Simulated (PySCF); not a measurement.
A geometry optimisation, step by step.

CH6ClGeP.
Atom-mapped SMILES: `[CH3:1][Ge@@H:2]([PH2:3])[Cl:4]` (hydrogens: H5, H6, H7 on C1; H8 on Ge2; H9, H10 on P3)

Method: PySCF 2.14.0, PBE0-D3(BJ)/def2-SVP geometry optimisation, gas phase; density fitting, grid level 1; the optimiser is geomeTRIC in internal coordinates, started from a GFN2-xTB structure with every atom displaced at random (about 0.01 Å). The frame can shift and turn from step to step; on so coarse a grid that alone can change the energy by a few meV, and forces under 0.02 eV/Å are noise.

Step 0: E = -79435.3270 eV, largest atomic force 2.191 eV/Å
```
atom  x, y, z in Å  |  force x, y, z in eV/Å
C1     -1.112   -0.922    0.054   -0.367   2.079  -0.589
Ge2    -0.104    0.803    0.200   -0.199  -1.374   0.753
P3      2.188    0.676   -0.092    0.105   1.235   0.647
Cl4    -0.855    2.125   -1.268   -0.324   0.618  -0.800
H5     -0.819   -1.617    0.794    0.581  -1.036   1.116
H6     -0.989   -1.333   -0.935    0.213  -0.345  -0.658
H7     -2.182   -0.698    0.182   -0.006   0.061   0.058
H8     -0.423    1.474    1.540    0.036   0.045   0.183
H9      2.288   -0.448    0.735    0.060  -0.550   0.433
H10     2.059   -0.080   -1.230   -0.098  -0.733  -1.144
```

Step 1: E = -79435.4278 eV, largest atomic force 0.992 eV/Å
```
atom  x, y, z in Å  |  force x, y, z in eV/Å
C1     -1.380   -0.531    0.150    0.225  -0.737   0.114
Ge2     0.079    0.730    0.194   -0.270   0.942  -0.155
P3      2.276    0.138   -0.216    0.047  -0.348  -0.220
Cl4    -0.441    2.205   -1.378    0.177  -0.325   0.344
H5     -1.185   -1.307    0.922   -0.209   0.211  -0.257
H6     -1.405   -1.017   -0.840   -0.071   0.023   0.106
H7     -2.347   -0.041    0.343    0.135   0.054   0.012
H8      0.075    1.530    1.525    0.033  -0.105  -0.129
H9      2.241   -0.998    0.666   -0.024   0.113  -0.072
H10     2.021   -0.658   -1.393   -0.044   0.172   0.257
```

Step 2: E = -79435.4716 eV, largest atomic force 0.441 eV/Å
```
atom  x, y, z in Å  |  force x, y, z in eV/Å
C1     -1.350   -0.558    0.149    0.240  -0.217   0.039
Ge2     0.078    0.762    0.201   -0.224   0.346  -0.157
P3      2.264    0.143   -0.233    0.068  -0.106  -0.080
Cl4    -0.430    2.214   -1.366    0.063  -0.161   0.178
H5     -1.172   -1.332    0.913   -0.045   0.055  -0.031
H6     -1.382   -1.040   -0.838   -0.009   0.035  -0.001
H7     -2.312   -0.066    0.344   -0.020   0.043   0.006
H8      0.082    1.553    1.524   -0.027  -0.025   0.013
H9      2.213   -0.977    0.659   -0.009   0.012  -0.004
H10     1.943   -0.648   -1.381   -0.037   0.019   0.037
```

Step 3: E = -79435.4861 eV, largest atomic force 0.090 eV/Å
```
atom  x, y, z in Å  |  force x, y, z in eV/Å
C1     -1.304   -0.576    0.152   -0.007   0.052  -0.015
Ge2     0.070    0.795    0.209    0.042   0.016  -0.010
P3      2.244    0.141   -0.261    0.055   0.035   0.015
Cl4    -0.450    2.222   -1.349   -0.028   0.027  -0.006
H5     -1.122   -1.346    0.912    0.035  -0.044   0.070
H6     -1.327   -1.047   -0.839    0.007   0.007  -0.029
H7     -2.275   -0.099    0.347   -0.042  -0.037  -0.012
H8      0.064    1.575    1.536   -0.022   0.003   0.030
H9      2.182   -0.964    0.646   -0.004  -0.015   0.016
H10     1.852   -0.651   -1.380   -0.037  -0.045  -0.059
```

Step 4: E = -79435.4886 eV, largest atomic force 0.088 eV/Å
```
atom  x, y, z in Å  |  force x, y, z in eV/Å
C1     -1.286   -0.583    0.157   -0.035   0.080  -0.009
Ge2     0.068    0.810    0.212    0.042  -0.064   0.029
P3      2.236    0.144   -0.281    0.012   0.024   0.000
Cl4    -0.472    2.235   -1.337   -0.033   0.046  -0.023
H5     -1.089   -1.353    0.916    0.036  -0.024   0.034
H6     -1.302   -1.050   -0.838    0.015  -0.006  -0.011
H7     -2.268   -0.128    0.351   -0.014  -0.034  -0.006
H8      0.059    1.583    1.544   -0.007  -0.001   0.010
H9      2.174   -0.955    0.635   -0.001  -0.001   0.004
H10     1.813   -0.653   -1.387   -0.015  -0.021  -0.028
```

Step 5: E = -79435.4896 eV, largest atomic force 0.080 eV/Å
```
atom  x, y, z in Å  |  force x, y, z in eV/Å
C1     -1.260   -0.596    0.166   -0.048   0.036  -0.006
Ge2     0.063    0.827    0.217    0.021  -0.070   0.032
P3      2.222    0.156   -0.320   -0.037   0.005  -0.020
Cl4    -0.522    2.260   -1.307   -0.015   0.030  -0.008
H5     -1.029   -1.363    0.920    0.013   0.004  -0.019
H6     -1.264   -1.055   -0.833    0.015  -0.020   0.014
H7     -2.259   -0.181    0.366    0.015  -0.010   0.006
H8      0.057    1.587    1.558    0.015  -0.003  -0.002
H9      2.169   -0.932    0.611    0.006   0.013  -0.009
H10     1.756   -0.652   -1.405    0.014   0.014   0.011
```

Step 6: E = -79435.4896 eV, largest atomic force 0.048 eV/Å
```
atom  x, y, z in Å  |  force x, y, z in eV/Å
C1     -1.249   -0.606    0.172   -0.024   0.002  -0.004
Ge2     0.059    0.831    0.222   -0.008  -0.036   0.016
P3      2.212    0.172   -0.350   -0.044  -0.001  -0.019
Cl4    -0.558    2.276   -1.279    0.004   0.006   0.006
H5     -0.997   -1.373    0.920   -0.005   0.011  -0.028
H6     -1.250   -1.060   -0.829    0.008  -0.015   0.018
H7     -2.255   -0.213    0.382    0.021   0.007   0.010
H8      0.064    1.580    1.569    0.020  -0.010  -0.004
H9      2.177   -0.911    0.588    0.009   0.015  -0.012
H10     1.731   -0.645   -1.422    0.019   0.023   0.018
```

Step 7: E = -79435.4900 eV, largest atomic force 0.032 eV/Å
```
atom  x, y, z in Å  |  force x, y, z in eV/Å
C1     -1.249   -0.614    0.178    0.012  -0.027  -0.002
Ge2     0.055    0.826    0.227   -0.030   0.012  -0.006
P3      2.205    0.192   -0.373   -0.024  -0.001  -0.013
Cl4    -0.585    2.286   -1.254    0.017  -0.016   0.016
H5     -0.983   -1.384    0.919   -0.016   0.009  -0.016
H6     -1.252   -1.066   -0.824   -0.003  -0.003   0.011
H7     -2.255   -0.230    0.398    0.012   0.015   0.008
H8      0.075    1.564    1.578    0.013  -0.013   0.001
H9      2.195   -0.892    0.565    0.009   0.007  -0.009
H10     1.726   -0.630   -1.441    0.010   0.016   0.010
```

Step 8: E = -79435.4904 eV, largest atomic force 0.026 eV/Å
```
atom  x, y, z in Å  |  force x, y, z in eV/Å
C1     -1.252   -0.616    0.179    0.016  -0.020  -0.005
Ge2     0.054    0.822    0.227   -0.021   0.014  -0.006
P3      2.206    0.197   -0.375   -0.011   0.004  -0.006
Cl4    -0.585    2.283   -1.251    0.011  -0.012   0.013
H5     -0.989   -1.387    0.918   -0.011   0.001  -0.001
H6     -1.260   -1.068   -0.823   -0.005   0.001   0.002
H7     -2.256   -0.226    0.403    0.004   0.011   0.006
H8      0.078    1.558    1.580    0.008  -0.010   0.005
H9      2.204   -0.888    0.560    0.008   0.002  -0.005
H10     1.733   -0.624   -1.445    0.002   0.007  -0.002
```

Problem. Summarise the path.

Solution. The energy falls by 3.77 kcal/mol from step 0 to step 8; nine tenths of that is first reached at step 3. It never rises by more than 0.2 meV. The largest force goes from 2.191 to 0.026 eV/Å. Among the bonds Ge2–Cl4 changes most (a near tie, within 0.001 Å, with another), from 2.114 to 2.175 Å; the atoms move by 0.076 Å rms after alignment.

Problem. Follow the three bonds and two angles with the largest change from start to end.

Solution. 
```csv
step,E above end (kcal/mol),largest force (eV/Å),Ge2–Cl4 (Å),C1–Ge2 (Å),P3–H10 (Å),C1–Ge2–H8 (°),Ge2–C1–H7 (°)
0,3.77,2.191,2.114,2.003,1.373,109.6,107.8
1,1.44,0.992,2.218,1.930,1.443,110.8,111.7
2,0.43,0.441,2.196,1.945,1.430,111.9,109.6
3,0.10,0.090,2.175,1.942,1.425,112.3,108.3
4,0.04,0.088,2.172,1.944,1.428,112.3,108.7
5,0.02,0.080,2.172,1.944,1.431,112.4,109.7
6,0.02,0.048,2.174,1.943,1.431,112.6,110.3
7,0.01,0.032,2.175,1.943,1.431,112.7,110.5
8,0.00,0.026,2.175,1.943,1.430,112.7,110.3
```

What follows is the cost of the whole optimisation. The run took 42 s of wall time on an Arm Neoverse V2 with one thread, shared host with 32 logical CPUs at a one-minute load of 17, and the process peaked at 0.46 GiB of memory.
